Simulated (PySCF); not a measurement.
C₇H₄FNO.
Atom-mapped SMILES: `[O:1]=[C:2]=[N:3][c:4]1[cH:5][cH:6][c:7]([F:8])[cH:9][cH:10]1`

Geometry (GFN2-xTB, Å), atoms numbered from 1 in this order:
```xyz
14
C7H4FNO angstrom
O      4.3161    0.2042    0.0388
C      3.1857   -0.0362   -0.0097
N      2.0847   -0.4821   -0.1051
C      0.7377   -0.2262   -0.0496
C     -0.1396   -1.2762   -0.3077
C     -1.5036   -1.0638   -0.2629
C     -1.9736    0.2015    0.0416
F     -3.3042    0.4123    0.0879
C     -1.1177    1.2577    0.3021
C      0.2459    1.0424    0.2558
H      0.2564   -2.2511   -0.5429
H     -2.2009   -1.8621   -0.4610
H     -1.5223    2.2296    0.5362
H      0.9348    1.8496    0.4543
```

NICS is the negative of the GIAO shielding at a point without a nucleus: at the ring centre (0) and 1 Å above and below it (1); zz is the component along the ring normal. Level: GIAO PBE0/pcSseg-1 (PySCF, non-relativistic, gas phase) on the GFN2-xTB geometry, one conformer.

Ring bond lengths (Å), with Mayer bond orders in brackets: C4–C5 1.392 (1.39), C5–C6 1.381 (1.43), C6–C7 1.384 (1.42), C7–C9 1.384 (1.42), C9–C10 1.381 (1.43), C10–C4 1.395 (1.38).

**Question.** What do the NICS probes read (ppm)?

**Answer.** 
```tsv
ring	type	NICS(0)	NICS(1), two faces	NICS(1)zz, two faces	rms pucker (Å)	centre to ring atoms, mean (Å)
C4–C5–C6–C7–C9–C10	6-membered carbocycle; formal bonds all aromatic	-10.5	-11.0 / -11.0	-26.3 / -26.3	0.00	1.39
```

**Question.** What can be read from them?

**Answer.** 
- C4–C5–C6–C7–C9–C10: mean NICS(1)zz -26.3 ppm, shielded. The ring is flat and has no four-coordinate atom; by the NICS criterion it is aromatic.

**Question.** And the bond-length index? Use HOMA with the parameters of Krygowski (1993).

**Answer.** 
- C4–C5–C6–C7–C9–C10: HOMA 0.99 = 1 − EN − GEO, with mean bond length 1.386 Å, EN = α(Ropt − mean)² = 0.001 and GEO = α × variance = 0.007. The geometric and the magnetic index point the same way.

**Question.** Give the inner angles of the rings and the Hirshfeld charges of the ring atoms.

**Answer.** 
- C4–C5–C6–C7–C9–C10: C4 120.3° (+0.049 e), C5 120.0° (-0.048 e), C6 118.9° (-0.060 e), C7 121.9° (+0.088 e), C9 119.0° (-0.061 e), C10 119.8° (-0.053 e); sum 720.0° against 720° for a flat convex ring.

**Question.** What are the shieldings of the ring atoms and their hydrogens in the same run (means over atoms taken as equivalent)?

**Answer.** 
| atoms | environment | σ isotropic (ppm) | principal values of the symmetric part, first atom (ppm) |
| --- | --- | --- | --- |
| C4 | aromatic carbon bearing nitrogen | 53.2 | -48.4, 65.1, 142.9 |
| C5 (×2) | aromatic CH carbon | 53.9 | -38.9, 39.7, 164.4 |
| C6 (×2) | aromatic CH carbon | 64.2 | -22.4, 46.5, 168.3 |
| C7 | aromatic C–F carbon | 17.2 | -65.9, 31.7, 85.8 |
| H11 (×2) | aromatic hydrogen | 24.35 | 20.6, 24.1, 28.3 |
| H12 (×2) | aromatic hydrogen | 24.38 | 21.0, 25.0, 27.1 |
